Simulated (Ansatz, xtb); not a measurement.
BGaHO: where a starting geometry ends

The starting geometry of this gas-phase doublet was built from a drawn formula by distance geometry and a force field; its bonds are those of `[O][BH][Ga]`.

```xyz
4

B    -0.7109   -0.1164   -0.0751
Ga    0.9705    0.1427   -0.9014
O    -1.4287    0.9812    0.6459
H    -1.1234   -1.2234    0.0008
```

Task: Where would you expect an optimisation with r2SCAN-D4/def2-SVP to take it?

Result: A new bond forms, giving a structure given below by its coordinates. Distances that change by over a tenth: B1–Ga2 (1.89 → 2.30 Å), B1–O3 (1.50 → 1.28 Å). Contacts that close: Ga2–O3 (2.98 → 2.08 Å).

The energy falls by 2.60 eV over 10 steps:

```csv
step,E − E(last) (eV)
1,2.599
2,1.120
3,0.600
4,0.255
5,0.104
6,0.033
7,0.008
8,0.000
9,0.000
10,0.000
```

Final geometry (Å):

```xyz
4

B    -0.8750   -0.4037    0.0126
Ga    0.9746    0.7088   -0.7916
O    -0.8209    0.8497    0.2518
H    -1.5712   -1.3708    0.1973
```

From the same start GFN2-xTB reaches the same bonding as this run.

No frequencies were run, so the end isn't proven a minimum. Open shells are spin-unrestricted. Run with Ansatz 0.2.0, 33 s on 1 thread of Intel(R) Xeon(R) 6975P-C (Granite Rapids), on a shared host.
